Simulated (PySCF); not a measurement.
This PySCF input asks for the NMR shieldings of SMILES COC(=O)c1nnsc1C, C5H6N2O2S; the geometry comes from GFN2-xTB.

```python
import basis_set_exchange as bse
import numpy as np
from pyscf import gto, dft
from pyscf.prop import nmr

atoms = """
C     3.051911   -0.130653   -0.167490
O     1.828775    0.569033   -0.335121
C     0.720268   -0.113462   -0.059354
O     0.700911   -1.262573    0.314837
C    -0.488361    0.705040   -0.265404
N    -0.425117    1.983348   -0.685081
N    -1.522914    2.557375   -0.815657
S    -2.825962    1.582587   -0.430857
C    -1.792752    0.269555   -0.056259
C    -2.259396   -1.055145    0.399460
H     3.083003   -1.005632   -0.820842
H     3.162131   -0.462441    0.867494
H     3.838434    0.571687   -0.430528
H    -1.820874   -1.287422    1.369555
H    -1.914589   -1.825553   -0.289753
H    -3.343065   -1.086799    0.470733
"""
names = dict.fromkeys(["C", "O", "N", "S", "H"], "pcSseg-1")
basis = {el: gto.basis.parse(bse.get_basis(n, elements=[el], fmt="nwchem")) for el, n in names.items()}
mol = gto.M(atom=atoms, basis=basis, charge=0, verbose=0)
mf = dft.RKS(mol, xc="PBE0")
mf.grids.level = 2
mf.grids.alignment = dft.numint.BLKSIZE   # the property module wants whole blocks of grid points
mf.conv_tol = 1e-9
mf.kernel()

calc = nmr.RKS(mf)   # GIAO
C = mf.mo_coeff
Co = C[:, mf.mo_occ > 0]
resp = mf.gen_response(singlet=True, hermi=2)
def vind(x):   # induced exchange potential for any number of trial vectors
    d = np.einsum("pi,xij,qj->xpq", C, 2 * x.reshape(-1, C.shape[1], Co.shape[1]), Co, optimize=True)
    return np.einsum("xpq,pi,qj->xij", resp(d - d.transpose(0, 2, 1)), C, Co, optimize=True).ravel()
mo1, _ = nmr.rhf.solve_mo1(calc, with_cphf=vind)
sigma = calc.kernel(mo1)
for i, s in enumerate(sigma):   # ppm
    print("%2d %-2s %9.2f" % (i, mol.atom_pure_symbol(i), np.trace(s) / 3))
```

Problem. What does it print?

Solution. 
```
 0 C     132.87
 1 O     141.08
 2 C      17.15
 3 O     -88.72
 4 C      36.94
 5 N    -219.44
 6 N    -179.40
 7 S     -63.38
 8 C       8.22
 9 C     171.56
10 H      27.41
11 H      27.40
12 H      27.51
13 H      28.51
14 H      28.52
15 H      28.75
```

These numbers come from an equivalent density-fitted implementation of the same equations, which agrees with the script to about 0.01 ppm for H and up to a few tenths of a ppm for heavy atoms, so last digits may differ.

Problem. Turn these shieldings into chemical shifts. δ = σ(ref) − σ, references computed at the same level: 13C (σref 186.93), 1H (σref 31.72) vs TMS; 17O (σref 336.08) vs H2O; 15N (σref 267.73) against NH3; CS2 for 33S (σref 503.73).

Solution. Averaging equivalent atoms: C 8: 178.7; C 2: 169.8; C 4: 150.0; C 0: 54.1; C 9: 15.4; O 3: 424.8; O 1: 195.0; N 5: 487.2; N 6: 447.1; S 7: 567; H 10/11/12: 4.28; H 13/14/15: 3.12 ppm. Unscaled 17O shifts of doubly bonded oxygen tend to come out too high, by tens of ppm or more. Experimental scales use liquid or dissolved standards, which lie at an offset from isolated NH3 (liquid NH3: subtract about 20 ppm) and H2O (liquid H2O: subtract about 36 ppm). Unscaled 15N shifts of sp2 nitrogen come out 20 to 40 ppm too high even then.

Size and cost of the density-fitted run: 207 basis functions, 42 s wall time on 1 thread of an Arm Neoverse V1, shared host; peak memory 0.92 GiB.
